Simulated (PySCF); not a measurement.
# CsTl⁺: from constants to spectrum

B3LYP constants of CsTl⁺, ²Σ⁺ (doublet), unpaired electrons σ ↑ (PySCF, scalar-relativistic core potentials, basis sets Cs def2-SVPD with ECP46, Tl def2-SVPD with ECP60; masses 132.9054 and 204.9744 u):

| Quantity | Value |
| --- | --- |
| ωe | 32.7 cm⁻¹ |
| ωexe | 0.0938 cm⁻¹ |
| Be | 0.0099964 cm⁻¹ |
| αe | 4.16e-05 cm⁻¹ |

Q: What force constant and bond length do these constants imply?

A: Reduced mass μred = 80.627 u; k = 5.8918×10⁻⁷·μred·ωe² (u, cm⁻¹, mdyn/Å) = 0.0508 mdyn/Å; Re = √(16.8576/(μred·Be)) (u, cm⁻¹, Å) = 4.573 Å.

Q: Estimate the centrifugal constant D from the Kratzer relation and find the Dunham coefficient a1.

A: D = 4Be³/ωe² = 3.74e-09 cm⁻¹; a1 = −1 − αeωe/(6Be²) = -3.27.

These are scalar-relativistic numbers at best; spin–orbit coupling would shift them, the dissociation energy most. The state is the lowest determinant that a PBE0 search found; another state may lie lower at other levels.
